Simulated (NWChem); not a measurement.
System: AlGeH$_{4}$F; SMILES [F][AlH][GeH3]

Results from NWChem. Coordinates come from a B3LYP/6-31G* (spherical d) optimisation. LC-ωPBE (HJS hole) with def2-SVP; x = 1 − exp(−ω/0.25 bohr⁻¹) is a scale chosen for this fit.

| row | x | −ε(HOMO) (eV) |
|---|---|---|
| ω = 0.20 | 0.551 | 9.21 |
| ω = 0.30 | 0.699 | 9.94 |
| ω = 0.40 | 0.798 | withheld |
| ω = 0.50 | 0.865 | 10.76 |
| ω = 0.60 | 0.909 | 10.98 |

### Question
Fit a straight line of the last column on the one before it, predict the withheld value, and compare with the run.

### Answer

1. Means of the 4 shown rows: x = 0.7560, y = 10.223. Slope Σ(x − x̄)(y − ȳ)/Σ(x − x̄)² = 0.3981/0.08056 = 4.942; intercept 6.486.
2. The shown rows scatter about the line by 0.001 (root mean square); the largest residual is 0.00, at ω = 0.60.
3. At x = 0.798 (ω = 0.40; inside the shown range) the line gives 10.43.
4. The run gives 10.43, 0.00 from the line.
